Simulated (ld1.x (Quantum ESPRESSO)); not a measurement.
## PBE TM dataset for Pr, scalar-relativistic all-electron reference.

ld1.x (Quantum ESPRESSO) 7.5 input, shortened:

```
&input
   title='Pr', zed=59., rel=1, dft='PBE', iswitch=3,
   config='[Xe] 4f3 5d0 6s1.5 6p0'
 /
 &inputp
   pseudotype=2, tm=.true., lloc=2,
   nlcc=.true., rcore=1.10
 /
4
5S  1  0   2.00   0.00  1.55  1.55  0.0
5P  2  1   6.00   0.00  2.15  2.15  0.0
4F  4  3   3.00   0.00  1.75  1.75  0.0
5D  3  2   0.00   0.00  3.95  3.95  0.0
 &test
   configts(1)='4f3 5s2 5p6 5d0 6s1.5 6p0'
 /
```

Occupied shells without a wave of their own: 6s. They enter only through the test configuration that unscreens the potential, and ld1.x also counts them in the model core charge.

All-electron outer shells of the reference configuration (PBE, scalar-relativistic, ld1.x):

```tsv
shell	level (eV)	outermost node (bohr)	outermost maximum (bohr)
4p	-217.97	0.32	0.60
4d	-113.24	0.30	0.64
5s	-41.81	0.74	1.35
5p	-24.26	0.79	1.53
6s	-5.70	1.81	3.75
5d	-4.56	0.91	2.25
4f	-4.00	–	0.69
6p	-3.15	2.16	4.76
```

Problem. Does the generator finish with these settings?

Solution. No. ld1.x (Quantum ESPRESSO) 7.5 stopped with "run_pseudo: Errors in PS-KS equation": the pseudo-atom solver did not find the valence states with the expected number of nodes, which is the usual sign of a ghost state. Before that it printed "Warning: n=2, l=0 expected 1 nodes, found 2".
